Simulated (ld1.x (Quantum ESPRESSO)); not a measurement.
Hf (Z = 72), RRKJ: configuration errors across variants

```
Element                 : Hf (Z = 72)
Generator               : ld1.x (Quantum ESPRESSO) 7.5
Type                    : norm-conserving RRKJ (Kleinman–Bylander form)
Functional              : BP86
Relativity              : scalar-relativistic
Frozen core             : [Xe] 4f14
Valence charge          : 4
Reference configuration : 5d2 6s1.75 6p0.25
Partial waves           : 6p (bound): rc 4.20 bohr; 5d (bound): rc 2.30 bohr; 6s (bound): rc 2.30 bohr
Local potential         : the s channel
Core correction         : a·sin(br)/r model core, default radius (core density twice the valence density)
```

All-electron excitation energies from the reference (eV): (1) 5d2 6s2 6p0 -0.948; (2) 5d2 6s1 6p0 7.203; (3) 5d2 6s0 6p0 21.562; (4) 5d2 6s1.5 6p0 2.385; (5) 5d2.5 6s1.5 6p0 0.313; (6) 5d3 6s1 6p0 1.660; (7) 5d2 6s0 6p1 11.929.

The default core radius of the base comes out at 1.96 bohr.

6 further variants failed, have other tests or another functional or relativity, and are left out.

A true bound ghost makes a file unfit for plane-wave use even where its test errors are small: the radial tests pick states by their node count and pass the ghost by.

Errors AE − PS in meV (a dash: test not solved or not reliable):

| change | (1) | (2) | (3) | (4) | (5) | (6) | (7) | bound ghosts |
| --- | --- | --- | --- | --- | --- | --- | --- | --- |
| base | 0.0 | -4.2 | -35 | -1.4 | -12 | -36 | -27 | none |
| core correction a·sin(br)/r model core inside 1.84 bohr | 0.0 | -4.5 | -36 | -1.6 | -12 | -38 | -27 | none |
| wave 5d (bound): rc 2.30 bohr becomes 5d (bound): rc 1.74 bohr | 0.0 | -4.4 | -35 | -1.5 | -12 | -37 | -27 | none |
| all radii but the core radius scaled by about 0.75 (s 1.72, p 3.14, d 1.72 bohr) | +1.3 | +17 | -0.4 | +0.1 | +24 | +34 | +5.9 | p, s (extra level of the local part) |

Problem. Give the same row for: wave 6p (bound): rc 4.20 bohr becomes 6p (bound): rc 5.48 bohr.

Solution. +0.5, -5.9, -40, -1.8, -10, -33, +1.9; bound ghosts: none.
